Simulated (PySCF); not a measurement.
**Dipole moment and polarisability of `[SiH3]Sc1ccc(Cl)cc1`**

C6H7ClSSi.
Cartesian coordinates in Å at the PBE0-D3(BJ)/def2-SVP level; atoms count from 1:
```xyz
16
C6H7ClSSi angstrom
Si     2.5312   -0.6076    0.4734
S      1.1721    1.0464    0.3072
C     -0.4402    0.3055    0.2824
C     -0.6909   -1.0708    0.2935
C     -1.9962   -1.5553    0.2721
C     -3.0641   -0.6626    0.2374
Cl    -4.6872   -1.2634    0.2122
C     -2.8323    0.7127    0.2235
C     -1.5277    1.1897    0.2463
H      3.8617    0.0596    0.5185
H      2.4491   -1.5253   -0.7018
H      2.2956   -1.3968    1.7187
H      0.1276   -1.7937    0.3167
H     -2.1865   -2.6297    0.2816
H     -3.6756    1.4047    0.1961
H     -1.3472    2.2672    0.2377
```

Level: CAM-B3LYP/def2-SVPD (PySCF), static field, nuclei fixed, core orbitals frozen in the response. The polarisability tensor in these axes (au):

```
x   194.75   8.69   3.46
y     8.69 127.50  -0.76
z     3.46  -0.76  84.25
```

Question: Diagonalise the tensor; give its mean and Δα, where Δα² is half the sum of the squared differences of the eigenvalues.

Answer: Principal values 84.11, 126.43 and 195.95 au; mean 135.50 au = 20.08 Å³ = 22.34 × 10⁻⁴⁰ C²·m²/J; Δα = 97.80 au (72 % of the mean).

Question: What is the dipole moment, and where does it point?

Answer: (1.30, -0.47, 0.09) D, 1.38 D in size, pointing from the negative to the positive side. Measured along this direction, the outermost atoms are Cl7 and H15 at the negative end and H10 at the positive end.

Question: Rayleigh depolarisation ratio (linearly polarised light, static tensor)?

Answer: ρ = 3Δα²/(45ᾱ² + 4Δα²) = 28696.8/(826189 + 38262.4) = 0.0332.

Question: How large is μ²/3kT at 500 K beside α?

Answer: In Gaussian units μ²/3kT = 9.24 Å³ against 20.08 Å³, a ratio of 0.46; the Debye molar polarisation (4π/3)N_A(α + μ²/3kT) is 74.0 cm³/mol, leaving out the vibrational part.

Question: Along which axes do the principal values lie, and how far do the nuclei extend along each?

Answer: Largest value along (0.99, 0.13, 0.03), where the nuclei span 8.65 Å; middle along (-0.12, 0.99, -0.03), 4.75 Å; least along (-0.03, 0.02, 1.00), 2.43 Å. The response follows the extents in order.

Isolated species at its PBE0-D3(BJ)/def2-SVP geometry (one conformer only).

The run behind these numbers computed excited states as well. Time: 60 s. Hardware: one thread, x86-64 server, no GPU, shared host.
